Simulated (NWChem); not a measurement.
Program: NWChem. System: CH$_{2}$N, charge 0, spin multiplicity 2, at a geometry optimised with UPBE0/def2-SVP. The structure started from a generated list of species. Its SCF solution wasn't tested for a lower state. Level: UPBE/cc-pVDZ.

Output (cleaned and shortened):

```
             Northwest Computational Chemistry Package (NWChem) 7.3.0
             --------------------------------------------------------

                                NWChem Input Module
                                -------------------

 Scaling coordinates for geometry "geometry" by  1.889725989
 (inverse scale =  0.529177249)

 Turning off AUTOSYM since
 SYMMETRY directive was detected!

                             Geometry "geometry" -> ""
                             -------------------------

 Output coordinates in angstroms (scale by  1.889725989 to convert to a.u.)

  No.       Tag          Charge          X              Y              Z
 ---- ---------------- ---------- -------------- -------------- --------------
    1 C                    6.0000     0.00000000     0.00000000    -0.50209500
    2 N                    7.0000     0.00000000     0.00000000     0.74023300
    3 H                    1.0000    -0.94346000     0.00000000    -1.08453200
    4 H                    1.0000     0.94346000     0.00000000    -1.08453200

 Effective nuclear repulsion energy (a.u.)      27.5042761152

            Nuclear Dipole moment (a.u.)
            ----------------------------
        X                 Y               Z
 ---------------- ---------------- ----------------
     0.0000000000     0.0000000000    -0.0000056692

      Symmetry information
      --------------------

 Group name             C2v
 Group number             16
 Group order               4
 No. of unique centers     3

      Symmetry unique atoms

     1    2    3


 Summary of "ao basis" -> "" (spherical)
 ------------------------------------------------------------------------------
       Tag                 Description            Shells   Functions and Types
 ---------------- ------------------------------  ------  ---------------------
 *                          cc-pvdz                   on all atoms

  pbe96 is a nonlocal functional; adding pw91lda local functional.

                                 NWChem DFT Module
                                 -----------------

 Summary of "ao basis" -> "ao basis" (spherical)
 ------------------------------------------------------------------------------
       Tag                 Description            Shells   Functions and Types
 ---------------- ------------------------------  ------  ---------------------
 C                          cc-pvdz                  6       14   3s2p1d
 N                          cc-pvdz                  6       14   3s2p1d
 H                          cc-pvdz                  3        5   2s1p

 Summary of "ao basis" -> "ao basis" (spherical)
 ------------------------------------------------------------------------------
       Tag                 Description            Shells   Functions and Types
 ---------------- ------------------------------  ------  ---------------------
 C                          cc-pvdz                  6       14   3s2p1d
 N                          cc-pvdz                  6       14   3s2p1d
 H                          cc-pvdz                  3        5   2s1p

      Symmetry analysis of basis
      --------------------------

        a1         18
        a2          3
        b1         10
        b2          7

            General Information
            -------------------
          SCF calculation type: DFT
          Wavefunction type:  spin polarized.
          No. of atoms     :     4
          No. of electrons :    15
           Alpha electrons :     8
            Beta electrons :     7
          Charge           :     0
          Spin multiplicity:     2
          Use of symmetry is: on ; symmetry adaption is: on
          Maximum number of iterations: 100
          AO basis - number of functions:    38
                     number of shells:    18
          Convergence on energy requested:  1.00D-06
          Convergence on density requested:  1.00D-05
          Convergence on gradient requested:  5.00D-04

              XC Information
              --------------
          PerdewBurkeErnzerhof Exchange Functional  1.000
            Perdew 1991 LDA Correlation Functional  1.000 local
           PerdewBurkeErnz. Correlation Functional  1.000 non-local
[...]
     7      0.035147  1 C  px

 Vector    9  Occ=0.000000D+00  E=-4.823910D-02  Symmetry=b2
              MO Center= -4.1D-16, -4.9D-16, -4.9D-02, r^2= 1.6D+00
   Bfn.  Coefficient  Atom+Function         Bfn.  Coefficient  Atom+Function
  ----- ------------  ---------------      ----- ------------  ---------------
     8      0.568572  1 C  py                22     -0.505803  2 N  py
     5      0.476472  1 C  py                19     -0.472281  2 N  py
    11     -0.038116  1 C  d -1              32      0.029192  3 H  py
    37      0.029192  4 H  py

 Vector   10  Occ=0.000000D+00  E= 4.576265D-02  Symmetry=a1
              MO Center=  1.6D-14,  1.8D-16, -1.2D+00, r^2= 3.6D+00
   Bfn.  Coefficient  Atom+Function         Bfn.  Coefficient  Atom+Function
  ----- ------------  ---------------      ----- ------------  ---------------
     3      1.713837  1 C  s                 30     -1.239122  3 H  s
    35     -1.239122  4 H  s                  9     -0.565080  1 C  pz
     6     -0.240379  1 C  pz                 2      0.191269  1 C  s
    29     -0.115890  3 H  s                 34     -0.115890  4 H  s
    17      0.090565  2 N  s                 23      0.087608  2 N  pz

 Vector   11  Occ=0.000000D+00  E= 1.080199D-01  Symmetry=b1
              MO Center= -1.7D-14, -2.6D-30, -1.2D+00, r^2= 3.9D+00
   Bfn.  Coefficient  Atom+Function         Bfn.  Coefficient  Atom+Function
  ----- ------------  ---------------      ----- ------------  ---------------
    30      1.670495  3 H  s                 35     -1.670495  4 H  s
     7      1.274458  1 C  px                 4      0.458355  1 C  px
    21     -0.352304  2 N  px                18     -0.126427  2 N  px

                     DFT Final Beta Molecular Orbital Analysis
                     -----------------------------------------

 Vector    5  Occ=1.000000D+00  E=-4.167747D-01  Symmetry=b1
              MO Center=  3.9D-15, -1.2D-16, -6.0D-01, r^2= 1.3D+00
   Bfn.  Coefficient  Atom+Function         Bfn.  Coefficient  Atom+Function
  ----- ------------  ---------------      ----- ------------  ---------------
     4      0.451557  1 C  px                29     -0.289725  3 H  s
    34      0.289725  4 H  s                 18      0.173839  2 N  px
     7      0.148193  1 C  px                30     -0.102523  3 H  s
    35      0.102523  4 H  s                 21      0.089838  2 N  px

 Vector    6  Occ=1.000000D+00  E=-3.007420D-01  Symmetry=b2
              MO Center= -3.4D-17,  1.3D-13,  1.0D-01, r^2= 1.2D+00
   Bfn.  Coefficient  Atom+Function         Bfn.  Coefficient  Atom+Function
  ----- ------------  ---------------      ----- ------------  ---------------
     5      0.435828  1 C  py                19      0.427020  2 N  py
     8      0.274883  1 C  py                22      0.244675  2 N  py
    11      0.028828  1 C  d -1              25     -0.028807  2 N  d -1

 Vector    7  Occ=1.000000D+00  E=-2.998812D-01  Symmetry=a1
              MO Center= -6.6D-16, -1.3D-13,  8.1D-01, r^2= 9.8D-01
   Bfn.  Coefficient  Atom+Function         Bfn.  Coefficient  Atom+Function
  ----- ------------  ---------------      ----- ------------  ---------------
    20      0.490548  2 N  pz                17      0.401692  2 N  s
     6     -0.302605  1 C  pz                23      0.298660  2 N  pz
    16      0.213448  2 N  s                  2     -0.121745  1 C  s
    30      0.074902  3 H  s                 35      0.074902  4 H  s
    29      0.074178  3 H  s                 34      0.074178  4 H  s

 Vector    8  Occ=0.000000D+00  E=-1.286471D-01  Symmetry=b1
              MO Center= -7.7D-16,  5.0D-32,  3.1D-01, r^2= 1.6D+00
   Bfn.  Coefficient  Atom+Function         Bfn.  Coefficient  Atom+Function
  ----- ------------  ---------------      ----- ------------  ---------------
    18      0.563264  2 N  px                21      0.449826  2 N  px
    30      0.300159  3 H  s                 35     -0.300159  4 H  s
    29      0.224030  3 H  s                 34     -0.224030  4 H  s
     7      0.120980  1 C  px                13     -0.066209  1 C  d  1
     4     -0.034221  1 C  px

 Vector    9  Occ=0.000000D+00  E=-3.894617D-02  Symmetry=b2
              MO Center=  1.4D-16, -7.7D-16,  3.7D-02, r^2= 1.6D+00
   Bfn.  Coefficient  Atom+Function         Bfn.  Coefficient  Atom+Function
  ----- ------------  ---------------      ----- ------------  ---------------
     8      0.549135  1 C  py                22     -0.532371  2 N  py
    19     -0.492331  2 N  py                 5      0.455083  1 C  py
    11     -0.043161  1 C  d -1              32      0.026082  3 H  py
    37      0.026082  4 H  py

 Vector   10  Occ=0.000000D+00  E= 5.486620D-02  Symmetry=a1
              MO Center=  9.4D-15, -6.3D-17, -1.2D+00, r^2= 3.6D+00
   Bfn.  Coefficient  Atom+Function         Bfn.  Coefficient  Atom+Function
  ----- ------------  ---------------      ----- ------------  ---------------
     3      1.684812  1 C  s                 30     -1.241831  3 H  s
    35     -1.241831  4 H  s                  9     -0.572051  1 C  pz
     6     -0.242341  1 C  pz                 2      0.194443  1 C  s
    29     -0.112631  3 H  s                 34     -0.112631  4 H  s
    17      0.110303  2 N  s                 20      0.079672  2 N  pz

   alpha - beta orbital overlaps
   -----------------------------

   alpha      1      2      3      4      5      6      7      8      9     10
    beta      1      2      3      4      5      7      6      8      9     10
 overlap   1.000  1.000  0.998  0.998  0.994  0.999  0.998  0.992  0.998  1.000

   alpha     11     12     13     14     15     16     17     18     19     20
    beta     11     12     14     13     15     16     17     18     19     20
 overlap   0.998  1.000  1.000  1.000  0.992  0.991  0.999  1.000  1.000  1.000

   alpha     21     22     23     24     25     26     27     28     29     30
    beta     21     22     23     24     25     26     27     28     29     30
 overlap   0.993  1.000  1.000  0.997  0.996  1.000  0.999  1.000  0.997  1.000

   alpha     31     32     33     34     35     36     37     38
    beta     31     32     33     34     35     36     37     38
 overlap   0.997  0.997  0.999  1.000  1.000  0.999  0.999  0.999

     --------------------------
     Expectation value of S2:
     --------------------------
      <S2> =      0.7569 (Exact =     0.7500)

 center of mass
 --------------
 x =   0.00000000 y =   0.00000000 z =   0.14530091

 moments of inertia (a.u.)
 ------------------
          46.078449717706           0.000000000000           0.000000000000
           0.000000000000          52.485524286002           0.000000000000
           0.000000000000           0.000000000000           6.407074568296

     Multipole analysis of the density
     ---------------------------------

     L   x y z        total         alpha         beta         nuclear
     -   - - -        -----         -----         ----         -------
     0   0 0 0     -0.000000     -8.000000     -7.000000     15.000000

     1   1 0 0     -0.000000     -0.000000     -0.000000      0.000000
     1   0 1 0     -0.000000     -0.000000     -0.000000      0.000000
     1   0 0 1     -0.867352     -0.859139     -0.008207     -0.000006

     2   2 0 0     -8.117268     -8.287799     -6.186797      6.357328
     2   1 1 0     -0.000000     -0.000000     -0.000000      0.000000
     2   1 0 1      0.000000      0.000000      0.000000      0.000000
     2   0 2 0     -9.269630     -4.847315     -4.422315      0.000000
     2   0 1 1      0.000000     -0.000000      0.000000      0.000000
     2   0 0 2     -9.359871    -20.032807    -16.826508     27.499445

 Task  times  cpu:        0.5s     wall:        0.5s

 Total times  cpu:        0.5s     wall:        0.5s
```

### Question
Write an NWChem input that would produce this output.

### Answer
Several could match; the one computed here: 
```
start mol
memory heap 200 mb stack 900 mb global 1100 mb
geometry units angstroms nocenter noautoz
  C      0.000000     0.000000    -0.502095
  N      0.000000     0.000000     0.740233
  H     -0.943460     0.000000    -1.084532
  H      0.943460     0.000000    -1.084532
  symmetry group C2v
end
basis spherical
  * library cc-pvdz
end
dft
  xc xpbe96 cpbe96
  odft
  mult 2
  semidirect memsize 60000000 filesize 0
  iterations 100
end
task dft energy
```
